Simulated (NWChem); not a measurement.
System: C4H4OS; SMILES c1cc(S)oc1

Input file for NWChem:

```
start job
memory heap 200 mb stack 900 mb global 1100 mb
geometry units angstroms noautoz
  S      0.188561    -1.939947    -0.376761
  C      0.015717    -0.208578    -0.139052
  C     -1.089520     0.577423     0.033254
  C     -0.625812     1.931124     0.064707
  C      0.726546     1.867885    -0.089416
  O      1.137660     0.578543    -0.225546
  H      0.742010    -2.246859     0.821315
  H     -2.106169     0.224840     0.131904
  H     -1.219510     2.825754     0.190789
  H      1.508303     2.611991    -0.119459
end
basis spherical
  S library def2-svp
  C library def2-svp
  O library def2-svp
  H library def2-svp
end
dft
  xc b3lyp
  iterations 150
  mulliken
end
task dft energy
```

All runs use the structure optimised with B3LYP/6-31G* (spherical d).

**Question.** What results follow from this input? (B3LYP/def2-SVP.) Quantities: energy (Ha); highest occupied level (eV); orbital gap (eV); dipole (D).

**Answer.** The energy (Ha) is -627.94 and the highest occupied level (eV) is -6.38. The orbital gap (eV) is 6.01. The dipole (D) is 1.44.
